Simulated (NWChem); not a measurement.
C₂H₆AlBr; SMILES [CH3][Al]([CH3])[Br]

```xyz
10

Al     0.0000     0.0000     0.9264
Br     0.0000     0.0000    -1.3538
C      0.0043    -1.7443     1.7942
H     -0.9290    -2.2891     1.5707
H      0.0989    -1.6740     2.8894
H      0.8276    -2.3734     1.4171
C     -0.0043     1.7443     1.7942
H     -0.0989     1.6740     2.8894
H     -0.8276     2.3734     1.4171
H      0.9290     2.2891     1.5707
```
Atoms are numbered in this order, from 1.

Results from NWChem. Pople sets run with spherical d functions. Coordinates come from a PBE0/def2-SVP optimisation. GIAO values for the isolated, static molecule; σ is the absolute isotropic shielding, δ = σ(reference) − σ with the isolated reference molecule computed at the same levels (13C: tetramethylsilane, 1H: tetramethylsilane). Spin-orbit effects, on the heavy nuclei and on their neighbours, are missing.

```json
[
 {"level": "LDA (Slater exchange, VWN5)/pcSseg-1", "σ Al1 (ppm)": "238.7", "σ Br2 (ppm)": "2409.0", "δ C3 (ppm)": "-3.7", "δ H4 (rotor mean) (ppm)": "-0.02"},
 {"level": "PBE0/pcSseg-1", "σ Al1 (ppm)": "287.5", "σ Br2 (ppm)": "2555.4", "δ C3 (ppm)": "-4.8", "δ H4 (rotor mean) (ppm)": "-0.06"},
 {"level": "Hartree-Fock/6-31G*", "σ Al1 (ppm)": "…", "σ Br2 (ppm)": "…", "δ C3 (ppm)": "-3.7", "δ H4 (rotor mean) (ppm)": "…"},
 {"level": "B3LYP/6-31G*", "σ Al1 (ppm)": "354.4", "σ Br2 (ppm)": "2623.5", "δ C3 (ppm)": "-2.2", "δ H4 (rotor mean) (ppm)": "-0.14"},
 {"level": "BHandHLYP/pcSseg-1", "σ Al1 (ppm)": "299.4", "σ Br2 (ppm)": "2613.3", "δ C3 (ppm)": "-5.6", "δ H4 (rotor mean) (ppm)": "-0.10"}
]
```

Fill in the missing entries.


- Hartree-Fock/6-31G*, σ Al1 (ppm): 398.8
- Hartree-Fock/6-31G*, σ Br2 (ppm): 2799.4
- Hartree-Fock/6-31G*, δ H4 (rotor mean) (ppm): -0.20
